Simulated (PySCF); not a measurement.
Atom-mapped SMILES (the numbers label the heavy atoms): `[O:1]=[C:2]([Cl:3])[c:4]1[cH:5][cH:6][c:7]([SiH3:8])[cH:9][cH:10]1`. Each H is labelled by its parent atom.

Relativity neglected, in vacuum, equivalent nuclei averaged, one computed conformer. Structure optimised with PBE0-D3(BJ)/def2-SVP; shieldings: GIAO PBE0/pcSseg-1; PySCF 2.14.

References, each an isolated molecule treated in the same way: ¹³C vs TMS.

**Question.** Do the ¹³C shifts follow the atomic charges (in e)? Tabulate both.

**Answer.** 
| atoms | hybridisation | δ (ppm) | σ para (ppm) | Hirshfeld | IAO | Mulliken | ESP-fitted |
| --- | --- | --- | --- | --- | --- | --- | --- |
| C2 | sp2 | 175.1 | -235 | +0.18 | +0.36 | +0.39 | +0.34 |
| C7 | sp2 | 144.8 | -220 | -0.08 | -0.25 | -0.34 | -0.12 |
| C6/C9 | sp2 | 141.8 | -211 | -0.04 | -0.13 | -0.06 | -0.05 |
| C4 | sp2 | 137.1 | -216 | -0.02 | -0.06 | -0.35 | +0.21 |
| C5/C10 | sp2 | 137.1 | -204 | -0.03 | -0.12 | +0.06 | -0.29 |

Correlation coefficients of δ with charge over these carbons: Hirshfeld +0.92, IAO +0.88, Mulliken +0.76, ESP-fitted +0.67; with the paramagnetic shielding -0.91. With so few points these coefficients are fragile. Charge is one influence among several: hybridisation and low-lying excitations act through the paramagnetic term.

Carbons that carry Cl, above all several Cl atoms, come out too deshielded, partly because spin–orbit coupling is missing. Shifts are as computed. Against solution values, carbons near 30 ppm lie about +2 ppm off and those near 130 ppm about +5 ppm; carbons on Cl a further +5 ppm. Of 1313 compounds with measured shifts, 239 miss one by over three times the rms of a fit or turn the order of signals round; such compounds aren't used in these exercises.
